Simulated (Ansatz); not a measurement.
Abridged output of a molecular run in Ansatz:

```
Functional definition: HF
1594 factors; integrals over basis functions are off by at most 1.0e-3 eV
mean field evaluation 1: about -82183.7211 eV, gradient 2.8e1 eV
mean field evaluation 2: about -82183.9821 eV, gradient 2.8e1 eV
mean field evaluation 4: about -82186.7243 eV, gradient 3.5e0 eV
mean field evaluation 8: about -82186.7790 eV, gradient 2.1e-1 eV
mean field -82186.77925659 eV, -3020.3084294799 hartree, gradient 3.1e-6 eV, S^2 0.000000; 0 other end points of the search recorded, 0 dependent functions left out
20 core orbitals not correlated: weight in the atoms' cores, before any rotation towards them, 1.000 or more for the frozen orbitals, at most 0.000 for the correlated occupied ones
reference -82186.77925659 eV, -3020.3084294799 hartree; 18, 18 occupied and 237, 237 virtual orbitals, 1594 factors
second order -19.31277035 eV of doubles, -0.00000000 eV of singles
cycle   1  -20.21233784 eV  change   -9.0e-1 eV  update   9.7e-2
cycle   2  -20.81786491 eV  change   -6.1e-1 eV  update   2.9e-2
cycle   3  -20.87396369 eV  change   -5.6e-2 eV  update   1.1e-2
cycle   4  -20.86623258 eV  change    7.7e-3 eV  update   3.0e-3
cycle   5  -20.86604708 eV  change    1.9e-4 eV  update   1.1e-3
cycle   6  -20.86560478 eV  change    4.4e-4 eV  update   3.0e-4
cycle   7  -20.86554934 eV  change    5.5e-5 eV  update   8.8e-5
cycle   8  -20.86559219 eV  change   -4.3e-5 eV  update   3.1e-5
perturbative correction -0.77631848 eV, -0.0285291780 hartree
Total energy: -82208.42116727 eV, -3021.1037550279 hartree
```

Its atoms:

Z-matrix (Å, degrees):
```
Si
C 1 1.878
H 1 1.484 2 110.7
H 1 1.489 2 109.9 3 119.8
H 1 1.487 2 110.3 3 -120.8
Si 2 1.865 1 114.3 3 79.3
H 2 1.096 1 109.2 3 -160.0
H 2 1.095 1 109.0 3 -43.6
Se 6 2.284 2 112.5 1 -47.4
H 6 1.485 2 110.5 1 67.5
H 6 1.486 2 110.8 1 -171.1
H 9 1.470 6 93.2 2 -62.0
```

Question: Which basis set was used?
A. cc-pV(Q+d)Z
B. def2-TZVPPD
C. def2-TZVPP
D. def2-QZVPP

Answer: C. It gives 275 functions.

Question: Write the keys of the input that set method, charge and spin (a neutral closed shell needs none for the last two).

Answer: 
```yaml
correlation: {method: ccsd_t}
```
